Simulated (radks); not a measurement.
Neutral bromine inside a hard spherical wall (all orbitals vanish at R), configuration held at [Ar] 3d10 4s2 4p5 and not refilled when levels cross. Calculated with a radial shooting solver on a logarithmic mesh with Libxc functionals: scalar-relativistic Kohn-Sham, PBE, spin-polarised, spherical densities, point nucleus; open shells are filled with parallel spins first. Eigenvalues in eV for spin up, with the zero of energy where the potential of the charges vanishes at infinity; a dash marks a level that is unbound or too diffuse for the functional's potential to be trusted. A positive occupied level is held by the wall or, in an anion where self-interaction has pushed it up, behind a barrier. The pressure on the wall is -dE/dV.

R (bohr),E (hartree),kinetic (hartree),e(3p),e(3d),e(4s),e(4p),"e(5s, empty)","e(5p, empty)",pressure (GPa)
free,-2606.41965,2662.816,-173.50,-66.743,-20.494,-8.204,-,-,0
15,-2606.41965,2662.816,-173.50,-66.743,-20.494,-8.204,-,-,< 0.0001
8,-2606.41911,2662.822,-173.46,-66.699,-20.457,-8.170,0.731,3.277,0.0300
7,-2606.41720,2662.839,-173.35,-66.591,-20.370,-8.085,1.748,4.993,0.177
6,-2606.40850,2662.905,-173.00,-66.236,-20.093,-7.807,3.837,8.202,1.10
3.5,-2605.83191,2665.730,-164.52,-57.854,-13.762,-0.454,34.205,45.664,192
3,-2605.00845,2669.014,-157.78,-51.225,-7.990,6.559,58.861,73.183,660
2,-2596.40873,2696.922,-124.27,-18.203,35.476,57.451,215.63,237.61,12900
